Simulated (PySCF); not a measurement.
## Mayer bond orders and bond lengths

Species: C2H10O3Si3.
SMILES with atom numbers: `[CH3:1][C:2](=[O:3])[O:4][SiH2:5][SiH2:6][O:7][SiH3:8]` (hydrogens: H9, H10, H11 on C1; H12, H13 on Si5; H14, H15 on Si6; H16, H17, H18 on Si8)

Geometry (GFN2-xTB, Å), atoms numbered from 1 in this order:
```
atom  x, y, z in Å
C1    -3.8335    0.0305   -0.3723
C2    -2.3294    0.0825   -0.3500
O3    -1.6964    1.0832   -0.5974
O4    -1.7728   -1.0645   -0.0521
Si5   -0.1037   -1.3350    0.0245
Si6    0.8836    0.6808   -0.4774
O7     2.4814    0.3365   -0.3848
Si8    4.0850    0.3983   -0.2727
H9    -4.1929   -0.7129    0.3329
H10   -4.1495   -0.2592   -1.3735
H11   -4.2408    1.0121   -0.1491
H12   -0.0346   -1.9039    1.3783
H13   -0.0209   -2.4738   -0.9017
H14    0.7003    1.1629   -1.8502
H15    0.6786    1.7620    0.4913
H16    4.4150    0.1045    1.1214
H17    4.5801   -0.6307   -1.1856
H18    4.5417    1.7329   -0.6582
```

Bond orders from the PBE0/pcSseg-1 density (PySCF). Isolated species at its GFN2-xTB geometry (one conformer only).

**Question.** How far do the computed orders between heavy atoms stray from the drawn ones?

**Answer.** The largest departure is 0.237, at O4–Si5 (drawn single, 0.763). Drawn single, order above 1.12: C2–O4 (1.139). Drawn single, order below 0.88: O4–Si5 (0.763) and Si6–O7 (0.853).

**Question.** Give the Mayer order of every bond between heavy atoms, beside its length.

**Answer.** 
```
   bond  drawn as  length (Å)  Mayer order
  C1–C2    single       1.505        0.987
  C2–O3    double       1.210        1.855
  C2–O4    single       1.309        1.139
 O4–Si5    single       1.693        0.763
Si5–Si6    single       2.300        0.910
 Si6–O7    single       1.637        0.853
 O7–Si8    single       1.609        0.958
```

Bonds between the same two heavy elements. C–O: lowest C2–O4 (1.139, 1.309 Å), highest C2–O3 (1.855, 1.210 Å). O–Si: lowest O4–Si5 (0.763, 1.693 Å), highest O7–Si8 (0.958, 1.609 Å).

**Question.** And the bonds to hydrogen?

**Answer.** C–H: 0.94 to 0.96 (3 bonds); H–Si: 0.91 to 0.93 (7 bonds).

**Question.** Sum the orders of all bonds at each heavy atom with more than one neighbour and set the sums beside the valence in the SMILES.

**Answer.** C1 3.839 (drawn 4), C2 3.981 (drawn 4), O4 1.902 (drawn 2), Si5 3.536 (drawn 4), Si6 3.591 (drawn 4), O7 1.811 (drawn 2), Si8 3.723 (drawn 4). Orders between atoms that aren't bonded are not in these sums.

Mayer orders depend on the basis set.
